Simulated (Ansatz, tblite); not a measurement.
Removing and adding an electron: Si33BNH46, a doped nanocrystal cut from the lattice of silicon (B and N 2.4 A apart). Total charge 0; singlet. Geometry: PBE-D4/def2-SVP. Ansatz, gas phase; energy differences of separate SCF runs; the oxidised species was run as a doublet alone; the reduced species was run as a doublet alone.

Cartesian coordinates in Å:
```
Si -4.506 -2.945 -0.377
Si -6.361 -0.022 -2.253
Si -4.736 0.316 1.140
Si -3.195 2.198 -1.838
Si -2.753 -5.910 1.391
Si -2.574 -2.313 2.753
Si 0.417 -3.695 0.965
Si -0.164 1.023 -3.810
Si 1.924 -2.379 -2.175
Si -1.155 -0.704 -0.472
Si -0.942 2.051 1.313
N 0.599 -0.369 2.017
Si 1.681 1.110 -0.429
Si -0.082 4.220 -1.774
Si 2.283 4.759 1.213
Si 3.712 -1.591 0.995
Si 3.694 1.680 2.834
Si 7.048 0.372 1.597
Si 5.105 3.078 -0.410
Si -5.420 -2.185 -2.413
Si -3.653 -5.124 -0.640
Si -3.124 -1.349 0.680
Si -1.938 0.306 -2.447
Si -5.200 1.478 -0.849
Si -1.815 3.436 -0.385
Si -0.147 -2.733 -1.103
Si -1.360 -4.293 2.384
Si 1.623 -1.969 2.018
Si 1.171 2.320 -2.381
Si 3.097 -0.655 -1.071
B 0.107 0.421 0.680
Si 3.107 2.593 0.750
Si 1.373 5.738 -0.724
Si 6.762 1.402 -0.501
Si 4.964 -0.266 2.483
H -5.675 -3.107 0.571
H -7.741 -0.206 -1.666
H -6.526 0.560 -3.636
H -5.984 -0.414 1.582
H -4.329 1.245 2.253
H -3.512 3.024 -3.064
H -3.893 -6.197 2.338
H -1.977 -7.189 1.190
H -3.793 -2.562 3.606
H -1.693 -1.357 3.544
H 1.423 -4.819 0.863
H -0.697 1.864 -4.944
H 0.595 -0.139 -4.397
H 2.738 -3.650 -2.119
H 1.715 -2.028 -3.626
H -2.101 1.643 2.200
H -0.092 2.931 2.209
H -0.247 -0.577 2.585
H 1.132 0.307 2.599
H -0.682 4.853 -3.009
H 1.261 4.745 2.318
H 3.461 5.577 1.688
H 4.306 -2.977 0.889
H 2.422 1.309 3.581
H 4.425 2.661 3.717
H 7.953 -0.830 1.483
H 7.686 1.352 2.552
H 4.772 3.536 -1.809
H 5.746 4.246 0.304
H -6.525 -3.143 -2.794
H -4.377 -2.250 -3.496
H -4.797 -6.026 -1.036
H -2.615 -5.190 -1.728
H -2.807 -0.690 -3.177
H -6.100 2.662 -0.575
H -2.580 4.594 0.214
H -1.017 -3.652 -1.921
H -0.770 -4.822 3.672
H 1.757 -2.197 3.506
H 2.469 2.730 -3.038
H 4.304 -0.243 -1.876
H 0.673 7.032 -0.386
H 2.507 6.051 -1.670
H 6.437 0.348 -1.524
H 8.067 2.047 -0.901
H 5.141 -1.049 3.765
```

The xTB rows come from tblite. Single mean-field runs in def2-TZVP are fitted with def2-universal-jkfit. HOMO above LUMO, or a gap near zero within one spin, warns that the state may not be the lowest or that an electron is smeared out.

```json
{"level": "GFN1-xTB", "−HOMO (eV)": "11.10", "vertical IE (eV)": "12.12", "−LUMO (eV)": "8.76", "vertical EA (eV)": "7.56", "HOMO–LUMO gap (eV)": "2.34", "IE − EA (eV)": "4.57"}
{"level": "GFN2-xTB", "−HOMO (eV)": "8.66", "vertical IE (eV)": "9.80", "−LUMO (eV)": "6.16", "vertical EA (eV)": "4.88", "HOMO–LUMO gap (eV)": "2.50", "IE − EA (eV)": "4.91"}
{"level": "PBE0-D4/def2-TZVP", "−HOMO (eV)": "6.73", "vertical IE (eV)": "7.64", "−LUMO (eV)": "1.87", "vertical EA (eV)": "1.16", "HOMO–LUMO gap (eV)": "4.86", "IE − EA (eV)": "6.48"}
```

(1) Estimate the rows for LDA (SPW92)/def2-TZVP, PBE-D4/def2-TZVP.

## Answers

(1) 
| level | −HOMO (eV) | vertical IE (eV) | −LUMO (eV) | vertical EA (eV) | HOMO–LUMO gap (eV) | IE − EA (eV) | remarks |
| --- | --- | --- | --- | --- | --- | --- | --- |
| LDA (SPW92)/def2-TZVP | 5.90 | – | 2.76 | 1.48 | 3.14 | – | gap within one spin near zero (-1 doublet) |
| PBE-D4/def2-TZVP | 5.82 | – | 2.58 | 1.41 | 3.25 | – | – |

Run but left out: LDA (SPW92)/def2-TZVP, PBE-D4/def2-TZVP (charge +1 doublet: an occupied level 0.00 to 0.02 eV above an empty one).   Raw xTB energy differences between charge states are shifted by several eV; the methods need an empirical correction for them. Sets without diffuse functions give affinities that are too small.
